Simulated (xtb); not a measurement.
Species: [Zr(Cl)4] (charge 0, multiplicity 1).

### Question
Give a relaxed geometry from GFN2-xTB run with xtb.

### Answer
the end point of this relaxation.
Cartesian coordinates (Å) in one orientation:
```xyz
5

Zr     0.000     0.000     0.000
Cl    -1.956    -0.982    -0.529
Cl     0.075     2.060    -0.905
Cl     0.179     0.157     2.239
Cl     1.702    -1.235    -0.804
```
